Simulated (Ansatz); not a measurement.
Input and output for NbSF3.

```yaml
crystal:
  periodic: [false, false, false]
  atoms:
    - {symbol: Nb, position_ang: [-0.000417, 0.000675, -0.089862]}
    - {symbol: S, position_ang: [0.009538, -0.015851, 2.062571]}
    - {symbol: F, position_ang: [1.772541, 0.009357, -0.665734]}
    - {symbol: F, position_ang: [-0.894507, 1.540571, -0.641591]}
    - {symbol: F, position_ang: [-0.887156, -1.534752, -0.665384]}
basis:
  gaussian: {orbitals: def2-SVP}
hamiltonian: {xc: {name: wB97M-V}}
scf: {omitted_lower_state_checks: [starts]}
output: {forces: true}
```

```sh
$ ansatz run in.yaml --threads 2 --pin off --events-out ev --progress --plain --max-ram 4352MiB
```

Shortened log:

```
Functional definition: wB97M-V
863 factors; integrals over basis functions are off by at most 1.2e-3 eV
205 factors; integrals over basis functions are off by at most 8.0e-6 eV
mean field evaluation 1: about -20519.9041 eV, gradient 6.2e1 eV
mean field evaluation 2: about -20490.6181 eV, gradient 1.4e2 eV
mean field evaluation 4: about -20528.2345 eV, gradient 6.8e0 eV
mean field evaluation 8: about -20528.4113 eV, gradient 2.2e-1 eV
mean field evaluation 16: about -20528.4116 eV, gradient 4.4e-4 eV
mean field -20528.41163839 eV, -754.4052130537 hartree, gradient 2.4e-5 eV, S^2 0.000000; 0 other end points of the search recorded, 0 dependent functions left out
reference -20528.41172214 eV, -754.4052161316 hartree; 28, 28 occupied and 63, 63 virtual orbitals, 863 factors
Total energy: -20528.41172214 eV, -754.4052161316 hartree
Atom 0 at    -0.000417     0.000675    -0.089862 Å, force     0.004497    -0.006623     0.909699 eV/Å
Atom 1 at     0.009538    -0.015851     2.062571 Å, force    -0.005423     0.008749    -1.159971 eV/Å
Atom 2 at     1.772541     0.009357    -0.665734 Å, force    -0.462768    -0.001765     0.085555 eV/Å
Atom 3 at    -0.894507     1.540571    -0.641591 Å, force     0.232862    -0.401123     0.079182 eV/Å
Atom 4 at    -0.887156    -1.534752    -0.665384 Å, force     0.230833     0.400762     0.085535 eV/Å
Dipole moment:    -0.001031     0.001705    -0.224101 e Å
Checks for a lower state left out: starts
```

It took 9 s on 2 threads of Arm Neoverse V2 on a shared host.

In the def2 sets Nb takes a core potential; there is no spin–orbit coupling.
